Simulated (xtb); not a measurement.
xtb input:

```bash
xtb mol.xyz --gfn 2 --sp --chrg -1 --uhf 0
```
mol.xyz:
```
10

C     -2.85475326    -0.15774737     0.09723908
C     -1.38200292    -0.23481575     0.51935804
O     -1.08347201    -0.59952137     1.64542347
O     -0.58938599     0.12287802    -0.44325695
Ge     1.41420843     0.21368181    -0.45215748
H     -3.50262199    -0.46163944     0.91839963
H     -3.09711521     0.86234496    -0.20859245
H     -3.02411402    -0.80320507    -0.76737753
H      1.63444565    -1.23205966     0.23625045
H      1.53813666     0.96526668     0.97344426
```

### Question
What final total energy does it print?

### Answer
-17.14747 Eh (GFN2-xTB).

It need not be the lowest isomer of its formula. Whether it binds its extra electron was not tested at this geometry.
